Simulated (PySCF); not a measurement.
## [Dy(H2O)2]2+ at several levels of theory

Computed with PySCF 2.14.0 (density fitting, no spin-orbit coupling) at the geometry relaxed with BP86:

```xyz
7
[Dy(H2O)2]2+ (singlet in the valence; each metal's 4f electrons, 10 of them, lie in its core potential, out of spins and levels)
Dy    0.0000    0.0000    0.0000
O     0.0000    0.0000    2.4395
H     0.5456    0.5456    3.0538
H    -0.5456   -0.5456    3.0538
O     0.0000    0.0000   -2.4395
H     0.5456   -0.5456   -3.0538
H    -0.5456    0.5456   -3.0538
```

| level | basis | state | HOMO (eV) | gap (eV) | charge on Dy1 (e) | population of f-type functions on Dy1 (polarisation alone where 4f lies in the core) | dipole about the centre of mass (D) | largest force component (eV/Å) |
| --- | --- | --- | --- | --- | --- | --- | --- | --- |
| BP86 | Dy lcecp-0-SVP with ECP56, O def2-SVP, H def2-SVP | singlet | – | – | 1.52 | 0.01 | 0.00 | 0.00 |
| TPSS | the same | singlet | – | – | 1.53 | 0.01 | 0.00 | 0.14 |
| B3LYP | the same | singlet | – | – | 1.55 | 0.01 | 0.00 | 0.52 |
| PBE0 | the same | singlet | – | – | 1.57 | 0.01 | 0.00 | 0.66 |
| BP86 | Dy lcecp-0-TZVP with ECP56, O def2-TZVP, H def2-TZVP | singlet | – | – | 1.76 | 0.02 | 0.00 | 0.39 |

In the lcecp rows the 4f levels are missing from HOMO and gap, and the state counts the valence alone.

Charges are Mulliken's, which hang on the basis. The relaxation used the grid (50, 194), these runs (75, 302) or, all-electron (x2c bases, spin-free X2C Hamiltonian), (99, 590).

**Question.** What does BLYP with Dy lcecp-0-SVP with ECP56, O def2-SVP, H def2-SVP give here?

**Answer.** state singlet, charge on Dy1 (e) 1.49, population of f-type functions on Dy1 (polarisation alone where 4f lies in the core) 0.01, dipole about the centre of mass (D) 0.00, largest force component (eV/Å) 0.04. Time: 4.1 s on 2 threads of Arm Neoverse V1, on a shared host, from an already converged density.

A frequency check found unstable modes (2, the lowest at -16 cm⁻¹), so the relaxed geometry is a saddle point, or these are noise. An lcecp potential fixes the number of 4f electrons, so in runs with it no electron can move into or out of that shell; real Dy(II) is rare or takes another configuration.
